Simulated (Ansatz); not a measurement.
`[CH2]1[AlH][GaH]1` + `FC1BS1` → `[F][Al]1[CH2][GaH]1` + `B1CS1` at 400 K and 1 bar (redistribution).

Isolated molecules relaxed with PBE0-D4/def2-TZVP in Ansatz; ΔE leaves out vibrations. CCSD(T)/CBS adds triple-zeta CCSD(T) − MP2 to the extrapolated MP2 energy (def2 sets, frozen cores). This one scheme is used for every species. For Ga outer-core shells are correlated without core-valence functions, which leaves a few kJ/mol of doubt a bond. Scalar relativity is left out up to krypton.

```csv
species,CCSD(T)/CBS energy (Eh),H − E (kJ/mol),S (J/(mol·K))
`[CH2]1[AlH][GaH]1`,-2206.34022,122.8,338.3
`FC1BS1`,-561.59037,105.2,300.7
`[F][Al]1[CH2][GaH]1`,-2305.62486,115.8,364.8
`B1CS1`,-462.41225,121.8,277.8
```

H − E and S are ideal-gas, rigid-rotor, harmonic terms from PBE0-D4/def2-TZVP, for one conformer and one mirror image of each species. 1 Eh = 2625.50 kJ/mol, R = 8.31446 J/(mol·K).

Q: By hand: ΔE, ΔH, ΔS and ΔG.

A: ΔE = (-2305.62486) + (-462.41225) − (-2206.34022) − (-561.59037) = -0.10652 Eh = -279.7 kJ/mol. Δ(H − E) = 115.8 + 121.8 − 122.8 − 105.2 = 9.6, so ΔH = -270.1 kJ/mol. ΔS = 364.8 + 277.8 − 338.3 − 300.7 = 3.6 J/(mol·K). ΔG = -270.1 − 400 × (3.6)/1000 = -271.5 kJ/mol.

Q: By hand: the equilibrium constant, and the temperature at which ΔG would vanish if ΔH and ΔS stayed fixed.

A: log₁₀ K = −ΔG/(RT ln 10) = 35.5. ΔH and −TΔS have one sign here, so there is no such temperature.

The number of gas molecules stays the same, so ΔS is small and ΔH decides. A doubt of 5 kJ/mol in ΔE shifts log₁₀ K by 0.7 here. Other conformers and mirror images would add mixing entropy, several J/(mol·K) or more a flexible species. These are equilibria of isolated gas molecules and say nothing of rates. Largest T1 diagnostic: 0.016 (customary marks: 0.02 for closed shells, 0.045 for open ones).

ΔS is within the doubt of such terms, so its sign, and with it that verdict, could turn.
